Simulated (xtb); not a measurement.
xtb input (GFN2-xTB):

```bash
xtb mol.xyz --gfn 2 --sp --chrg 0 --uhf 0
```
mol.xyz:
```
13

C     -1.93184903    -0.44554704    -0.11029227
N     -0.75577390     0.18954183     0.45683127
C     -0.94140643     1.61307055     0.67414729
Ge     0.88452955    -0.34332680    -0.21581925
H     -2.21263283    -0.04580817    -1.09858042
H     -1.77212944    -1.52011474    -0.21380610
H     -2.78948523    -0.30043654     0.55560264
H     -0.05674952     2.04527236     1.14479042
H     -1.78941426     1.77819345     1.34766796
H     -1.14394830     2.17543390    -0.25217253
H      0.91894371    -1.87870754    -0.15079067
H      1.96321898     0.29180031     0.67628485
H      1.10720117     0.10889080    -1.68372910
```

Output:

```
           -------------------------------------------------
          |                Calculation Setup                |
           -------------------------------------------------

           -------------------------------------------------
          |                 G F N 2 - x T B                 |
           -------------------------------------------------

        Reference                      10.1021/acs.jctc.8b01176
      * Hamiltonian:
        H0-scaling (s, p, d)           1.850000    2.230000    2.230000
        zeta-weighting                 0.500000
      * Dispersion:
        s8                             2.700000
        a1                             0.520000
        a2                             5.000000
        s9                             5.000000
      * Repulsion:
        kExp                           1.500000    1.000000
        rExp                           1.000000
      * Coulomb:
        alpha                          2.000000
        third order                    shell-resolved
        anisotropic                    true
        a3                             3.000000
        a5                             4.000000
        cn-shift                       1.200000
        cn-exp                         4.000000
        max-rad                        5.000000

          ...................................................
          :                      SETUP                      :
          :.................................................:
          :  # basis functions                  31          :
          :  # atomic orbitals                  30          :
          :  # shells                           18          :
          :  # electrons                        26          :
          :  max. iterations                   250          :
          :  Hamiltonian                  GFN2-xTB          :
          :  restarted?                      false          :
          :  GBSA solvation                  false          :
          :  PC potential                    false          :
          :  electronic temp.          300.0000000     K    :
          :  accuracy                    1.0000000          :
          :  -> integral cutoff          0.2500000E+02      :
          :  -> integral neglect         0.1000000E-07      :
          :  -> SCF convergence          0.1000000E-05 Eh   :
          :  -> wf. convergence          0.1000000E-03 e    :
          :  Broyden damping             0.4000000          :
          :  net charge                          0          :
          :  unpaired electrons                  0          :
          ...................................................

 iter      E             dE          RMSdq      gap      omega  full diag
   1    -13.7313064 -0.137313E+02  0.372E+00    4.78       0.0  T
   2    -13.7691453 -0.378388E-01  0.656E+00    7.33       1.0  T
   3    -13.8162304 -0.470851E-01  0.500E+00    6.83       1.0  T
   4    -13.8265124 -0.102820E-01  0.194E+00    6.50       1.0  T
   5    -13.8411480 -0.146357E-01  0.229E-01    5.98       1.0  T
   6    -13.8412011 -0.530685E-04  0.643E-02    6.03       1.0  T
   7    -13.8412028 -0.170593E-05  0.101E-02    6.04       2.7  T
   8    -13.8412028  0.128807E-08  0.729E-03    6.04       3.8  T
   9    -13.8412029 -0.116896E-06  0.265E-03    6.03      10.5  T
  10    -13.8412029 -0.158761E-07  0.303E-04    6.03      91.7  T
  11    -13.8412029 -0.527454E-09  0.731E-05    6.03     379.3  T

   *** convergence criteria satisfied after 11 iterations ***

         #    Occupation            Energy/Eh            Energy/eV
      -------------------------------------------------------------
         1        2.0000           -0.6365368             -17.3210
       ...           ...                  ...                  ...
         7        2.0000           -0.5057755             -13.7629
         8        2.0000           -0.4715536             -12.8316
         9        2.0000           -0.4561734             -12.4131
        10        2.0000           -0.4390962             -11.9484
        11        2.0000           -0.4353697             -11.8470
        12        2.0000           -0.4289487             -11.6723
        13        2.0000           -0.3523116              -9.5869 (HOMO)
        14                         -0.1305910              -3.5536 (LUMO)
        15                         -0.1064013              -2.8953
        16                         -0.1026642              -2.7936
        17                         -0.0467123              -1.2711
        18                          0.0194635               0.5296
       ...                                ...                  ...
        30                          1.0677314              29.0544
      -------------------------------------------------------------
                  HL-Gap            0.2217206 Eh            6.0333 eV
             Fermi-level           -0.2414513 Eh           -6.5702 eV

 SCC (total)                   0 d,  0 h,  0 min,  0.007 sec
 SCC setup                      ...        0 min,  0.000 sec (  1.372%)
 Dispersion                     ...        0 min,  0.000 sec (  0.888%)
 classical contributions        ...        0 min,  0.000 sec (  0.320%)
 integral evaluation            ...        0 min,  0.001 sec ( 19.490%)
 iterations                     ...        0 min,  0.003 sec ( 43.842%)
 molecular gradient             ...        0 min,  0.002 sec ( 32.357%)
 printout                       ...        0 min,  0.000 sec (  1.525%)

         :::::::::::::::::::::::::::::::::::::::::::::::::::::
         ::                     SUMMARY                     ::
         :::::::::::::::::::::::::::::::::::::::::::::::::::::
         :: total energy             -13.703349490890 Eh    ::
         :: gradient norm              0.020150496457 Eh/a0 ::
         :: HOMO-LUMO gap              6.033325436499 eV    ::
         ::.................................................::
         :: SCC energy               -13.841191110767 Eh    ::
         :: -> isotropic ES            0.004297307832 Eh    ::
         :: -> anisotropic ES          0.004417710854 Eh    ::
         :: -> anisotropic XC          0.009468070624 Eh    ::
         :: -> dispersion             -0.007142000371 Eh    ::
         :: repulsion energy           0.137841619877 Eh    ::
         :: add. restraining           0.000000000000 Eh    ::
         :: total charge               0.000000000000 e     ::
         :::::::::::::::::::::::::::::::::::::::::::::::::::::

           -------------------------------------------------
          |                Property Printout                |
           -------------------------------------------------

    * Orbital Energies and Occupations

         #    Occupation            Energy/Eh            Energy/eV
      -------------------------------------------------------------
         1        2.0000           -0.6365368             -17.3210
         2        2.0000           -0.6185838             -16.8325
         3        2.0000           -0.6048016             -16.4575
         4        2.0000           -0.5538272             -15.0704
         5        2.0000           -0.5092102             -13.8563
         6        2.0000           -0.5082469             -13.8301
         7        2.0000           -0.5057755             -13.7629
         8        2.0000           -0.4715536             -12.8316
         9        2.0000           -0.4561734             -12.4131
        10        2.0000           -0.4390962             -11.9484
        11        2.0000           -0.4353697             -11.8470
        12        2.0000           -0.4289487             -11.6723
        13        2.0000           -0.3523116              -9.5869 (HOMO)
        14                         -0.1305910              -3.5536 (LUMO)
        15                         -0.1064013              -2.8953
        16                         -0.1026642              -2.7936
        17                         -0.0467123              -1.2711
        18                          0.0194635               0.5296
        19                          0.0502533               1.3675
        20                          0.0816882               2.2229
        21                          0.1262230               3.4347
        22                          0.1497439               4.0747
        23                          0.1927097               5.2439
        24                          0.2107154               5.7339
       ...                                ...                  ...
        30                          1.0677314              29.0544
      -------------------------------------------------------------
                  HL-Gap            0.2217206 Eh            6.0333 eV
             Fermi-level           -0.2414513 Eh           -6.5702 eV

     #   Z          covCN         q      C6AA      α(0)
     1   6 C        3.743    -0.020    21.002     6.538
     2   7 N        2.645    -0.214    25.664     7.524
     3   6 C        3.743    -0.020    21.002     6.538
     4  32 Ge       3.711     0.159   168.589    23.312
     5   1 H        0.923     0.014     2.828     2.630
     6   1 H        0.924     0.039     2.467     2.456
     7   1 H        0.924     0.031     2.573     2.508
     8   1 H        0.924     0.039     2.467     2.456
     9   1 H        0.924     0.031     2.573     2.508
    10   1 H        0.923     0.014     2.828     2.630
    11   1 H        0.928    -0.020     3.438     2.899
    12   1 H        0.928    -0.020     3.438     2.899
    13   1 H        0.923    -0.031     3.663     2.993

 Mol. C6AA /au·bohr⁶  :       1794.895256
 Mol. C8AA /au·bohr⁸  :      62377.211435
 Mol. α(0) /au        :         67.892389

Wiberg/Mayer (AO) data.
largest (>0.10) Wiberg bond orders for each atom

 ---------------------------------------------------------------------------
     #   Z sym  total        # sym  WBO       # sym  WBO       # sym  WBO
 ---------------------------------------------------------------------------
     1   6 C    3.987 --     2 N    1.024     6 H    0.979     7 H    0.979
                             5 H    0.978
     2   7 N    3.268 --     4 Ge   1.033     1 C    1.024     3 C    1.024
     3   6 C    3.987 --     2 N    1.024     8 H    0.979     9 H    0.979
                            10 H    0.978
     4  32 Ge   3.577 --     2 N    1.033    12 H    0.835    11 H    0.835
                            13 H    0.821
     5   1 H    1.000 --     1 C    0.978
     6   1 H    0.999 --     1 C    0.979
     7   1 H    0.999 --     1 C    0.979
     8   1 H    0.999 --     3 C    0.979
     9   1 H    0.999 --     3 C    0.979
    10   1 H    1.000 --     3 C    0.978
    11   1 H    1.000 --     4 Ge   0.835
    12   1 H    1.000 --     4 Ge   0.835
    13   1 H    0.999 --     4 Ge   0.821
 ---------------------------------------------------------------------------

Topologies differ in total number of bonds
Writing topology from bond orders to xtbtopo.mol

molecular dipole:
                 x           y           z       tot (Debye)
 q only:        0.012       0.012      -0.047
   full:       -0.261       0.196      -0.184       0.952
molecular quadrupole (traceless):
                xx          xy          yy          xz          yz          zz
 q only:        0.640       0.049       0.504       0.070       0.706      -1.144
  q+dip:       -0.231       0.354       0.777       0.692       0.277      -0.547
   full:        0.732      -0.176       0.913       0.877       0.609      -1.645

           -------------------------------------------------
          | TOTAL ENERGY              -13.703349490890 Eh   |
          | GRADIENT NORM               0.020150496457 Eh/α |
          | HOMO-LUMO GAP               6.033325436499 eV   |
           -------------------------------------------------
Note: The following floating-point exceptions are signalling: IEEE_UNDERFLOW_FLAG IEEE_DENORMAL
normal termination of xtb

------------------------------------------------------------------------
------------------------------------------------------------------------
 total:
 SCF:
```
